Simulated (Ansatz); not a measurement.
Wavefunction ladder for `CO[SiH](C)N`

Cartesian coordinates in Å:
```
C 0.994 -1.042 1.625
O -0.143 -0.335 1.201
Si -0.525 -0.136 -0.395
C 0.687 1.015 -1.213
N -2.098 0.497 -0.578
H 1.093 -2.005 1.108
H 0.904 -1.237 2.695
H 1.913 -0.467 1.458
H -0.491 -1.490 -1.018
H 1.714 0.663 -1.079
H 0.493 1.088 -2.285
H 0.624 2.018 -0.783
H -2.267 1.480 -0.432
H -2.899 -0.048 -0.303
```

Total charge 0; spin multiplicity 1. All single points use the PBE0-D4/def2-TZVP geometry. It is one conformer, not always the lowest. Frozen core, restricted reference, the Gaussian-basis code of Ansatz. CBS rows extrapolate triple and quadruple zeta; past MP2 they add the triple-zeta difference.

```csv
basis,HF (Eh),MP2 corr.
def2-TZVPP,-499.40744,-0.93010
def2-QZVPP,-499.42749,-0.99686
```

Q: Estimate the CCSD correlation energy and the (T) correction in each basis where they were run (hartree).

A: 
```
     basis  CCSD corr.       (T)
def2-TZVPP    -0.97778  -0.03579
 CBS(def2)    -1.09398     as TZ
```
